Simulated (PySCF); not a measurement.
Dipole response of Rh⁺ (rhodium, charge +1)

[Kr] 4d8, high-spin 3F determinant. Computed with PySCF 2.14 in aug-cc-pVTZ-PP with ECP28MDF (6s6p5d3f2g, 88 functions), with scalar relativity through the core potential. Coupled (time-dependent) response in atomic units; α is the mean over directions.

```csv
method,mean α (bohr³),C₆ (like pair),S(−4)
UHF,11.33,69.50,45.92
PBE,13.92,87.47,85.83
PBE0,13.01,81.25,68.95
```

S(−4) is the Cauchy moment in α(ω) = α(0) + S(−4) ω² + …

Spin-orbit coupling is absent.

α(iu) at PBE0:

```json
{"u (hartree)": "0", "α(iu) (bohr³)": "13.01"}
{"u (hartree)": "0.0500", "α(iu) (bohr³)": "12.84"}
{"u (hartree)": "0.100", "α(iu) (bohr³)": "12.38"}
{"u (hartree)": "0.200", "α(iu) (bohr³)": "11.00"}
{"u (hartree)": "0.300", "α(iu) (bohr³)": "9.593"}
{"u (hartree)": "0.500", "α(iu) (bohr³)": "7.419"}
{"u (hartree)": "0.750", "α(iu) (bohr³)": "5.621"}
{"u (hartree)": "1.00", "α(iu) (bohr³)": "4.397"}
{"u (hartree)": "1.50", "α(iu) (bohr³)": "2.880"}
{"u (hartree)": "2.00", "α(iu) (bohr³)": "2.020"}
{"u (hartree)": "3.00", "α(iu) (bohr³)": "1.136"}
{"u (hartree)": "5.00", "α(iu) (bohr³)": "0.4905"}
```

A single London oscillator, α(iu) = α/(1 + u²/ω²), gives C₆ = (3/4) ω α². Matching the computed C₆ needs ω = 4 × 81.25 / (3 × 13.01²) = 0.640 hartree.

For an ion, C₆ is the dispersion term alone; charge-induced terms of lower order in 1/R come first.

Energies and moments cover only the electrons outside the core potential.
